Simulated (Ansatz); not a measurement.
One change: `OC(=S)N[SiH3]` becomes `O[C](=S)[InH][F]`.

Ansatz, PBE0-D4/def2-TZVP geometries, multiplicity 1. Each molecule was computed in one conformer, which needn't be the lowest.

Elements past krypton have def2 core potentials.

```json
{"property": "HOMO energy (ωB97M-V/def2-TZVPP) / eV", "`OC(=S)N[SiH3]`": "-8.93"}
{"property": "HOMO–LUMO gap (PBE0/def2-TZVPP) / eV", "`OC(=S)N[SiH3]`": "6.13"}
{"property": "LUMO energy (PBE0/def2-TZVPP) / eV", "`OC(=S)N[SiH3]`": "-0.64"}
{"property": "size of the dipole moment (ωB97M-V/def2-TZVPP) / D", "`OC(=S)N[SiH3]`": "2.58"}
{"property": "HOMO–LUMO gap (PBE/def2-TZVPP) / eV", "`OC(=S)N[SiH3]`": "4.01"}
{"property": "HOMO energy (PBE0/def2-TZVPP) / eV", "`OC(=S)N[SiH3]`": "-6.77"}
```

Problem. What does the change do to each property? (Best estimate.)

Solution. Computed: 
| property | `O[C](=S)[InH][F]` | shift |
| --- | --- | --- |
| HOMO energy (ωB97M-V/def2-TZVPP) / eV | -8.58 | 0.35 |
| HOMO–LUMO gap (PBE0/def2-TZVPP) / eV | 3.83 | -2.30 |
| LUMO energy (PBE0/def2-TZVPP) / eV | -2.68 | -2.04 |
| size of the dipole moment (ωB97M-V/def2-TZVPP) / D | 3.77 | 1.19 |
| HOMO–LUMO gap (PBE/def2-TZVPP) / eV | 2.03 | -1.98 |
| HOMO energy (PBE0/def2-TZVPP) / eV | -6.51 | 0.26 |

With PBE0 the HOMO rises by 0.26 eV and the LUMO falls by 2.04 eV, so the gap narrows by about 2.30 eV. PBE moves the HOMO by 0.15 eV and ωB97M-V by 0.35 eV. Dipoles are sizes alone; their direction can turn.
